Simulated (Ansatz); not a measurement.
C$_{2}$H$_{7}$GeN, SMILES `C[CH2][Ge][NH2]`, relaxed with RKS PBE0-D4/def2-TZVP in Ansatz 0.2.0 from a PBE-D4/def2-SVP geometry. The force threshold is 0.005 eV/Å; the program also tests the step.

The species carries charge 0 and has multiplicity 1.

Start:

```xyz
11

C    -0.053    0.714   -1.203
C     0.638    0.788    0.166
Ge    1.204   -1.044    0.859
N    -0.508   -1.607    1.216
H    -0.987    0.113   -1.161
H    -0.328    1.718   -1.592
H     0.595    0.240   -1.970
H    -0.030    1.256    0.923
H     1.546    1.426    0.108
H    -1.366   -1.059    1.086
H    -0.711   -2.547    1.568
```

```json
{"step": "1", "energy (eV)": "-60186.5067", "largest force (eV/Å)": "0.657", "largest move (Å)": "0.000"}
{"step": "2", "energy (eV)": "-60186.5488", "largest force (eV/Å)": "0.166", "largest move (Å)": "0.031"}
{"step": "3 (rejected)", "energy (eV)": "-60186.5420", "largest force (eV/Å)": "0.324", "largest move (Å)": "0.114"}
{"step": "4", "energy (eV)": "-60186.5527", "largest force (eV/Å)": "0.153", "largest move (Å)": "0.039"}
{"step": "5", "energy (eV)": "-60186.5529", "largest force (eV/Å)": "0.065", "largest move (Å)": "0.019"}
{"step": "6", "energy (eV)": "-60186.5541", "largest force (eV/Å)": "0.044", "largest move (Å)": "0.036"}
{"step": "7", "energy (eV)": "-60186.5545", "largest force (eV/Å)": "0.027", "largest move (Å)": "0.018"}
{"step": "8", "energy (eV)": "-60186.5553", "largest force (eV/Å)": "0.111", "largest move (Å)": "0.061"}
{"step": "9", "energy (eV)": "-60186.5558", "largest force (eV/Å)": "0.130", "largest move (Å)": "0.048"}
{"step": "10", "energy (eV)": "-60186.5562", "largest force (eV/Å)": "0.142", "largest move (Å)": "0.080"}
{"step": "11", "energy (eV)": "-60186.5564", "largest force (eV/Å)": "0.151", "largest move (Å)": "0.030"}
{"step": "12", "energy (eV)": "-60186.5567", "largest force (eV/Å)": "0.027", "largest move (Å)": "0.006"}
{"step": "13", "energy (eV)": "-60186.5567", "largest force (eV/Å)": "0.021", "largest move (Å)": "0.007"}
{"step": "14 (rejected)", "energy (eV)": "-60186.5567", "largest force (eV/Å)": "0.057", "largest move (Å)": "0.013"}
{"step": "15", "energy (eV)": "-60186.5568", "largest force (eV/Å)": "0.007", "largest move (Å)": "0.006"}
{"step": "16", "energy (eV)": "-60186.5569", "largest force (eV/Å)": "0.003", "largest move (Å)": "0.006"}
{"step": "17", "energy (eV)": "-60186.5569", "largest force (eV/Å)": "0.005", "largest move (Å)": "0.007"}
{"step": "18", "energy (eV)": "-60186.5569", "largest force (eV/Å)": "0.003", "largest move (Å)": "0.010"}
{"step": "19", "energy (eV)": "-60186.5569", "largest force (eV/Å)": "0.007", "largest move (Å)": "0.014"}
{"step": "20", "energy (eV)": "-60186.5569", "largest force (eV/Å)": "0.010", "largest move (Å)": "0.005"}
{"step": "21", "energy (eV)": "-60186.5569", "largest force (eV/Å)": "0.006", "largest move (Å)": "0.002"}
{"step": "22", "energy (eV)": "-60186.5569", "largest force (eV/Å)": "0.002", "largest move (Å)": "0.001"}
```

End:

```xyz
11

C    -0.009    0.757   -1.273
C     0.569    0.741    0.142
Ge    1.118   -1.127    0.640
N    -0.498   -1.613    1.321
H    -0.920    0.156   -1.342
H    -0.261    1.770   -1.600
H     0.699    0.353   -2.004
H    -0.160    1.124    0.864
H     1.448    1.390    0.195
H    -1.302   -1.009    1.400
H    -0.683   -2.544    1.658
```

Run time 39 s (4 threads of an Intel Xeon 6975P-C on a shared host); peak host memory 0.5 GiB.
